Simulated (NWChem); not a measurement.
# GaNH4; SMILES [NH2][GaH2]

All runs: NWChem. All runs use the structure optimised with PBE0/def2-SVP. Level B3LYP/def2-SVP: energy and gradient on several grids; changes count from the extra-fine grid, which is no exact limit either.

```json
[
 {"grid": "xcoarse", "size of the energy change (μHa)": "2000", "largest change of a gradient component (μHa/bohr)": "3000"},
 {"grid": "coarse", "size of the energy change (μHa)": "200", "largest change of a gradient component (μHa/bohr)": "400"},
 {"grid": "medium", "size of the energy change (μHa)": "20", "largest change of a gradient component (μHa/bohr)": "100"},
 {"grid": "fine", "size of the energy change (μHa)": "< 10", "largest change of a gradient component (μHa/bohr)": "< 30"},
 {"grid": "xfine", "size of the energy change (μHa)": "< 10", "largest change of a gradient component (μHa/bohr)": "< 30"}
]
```
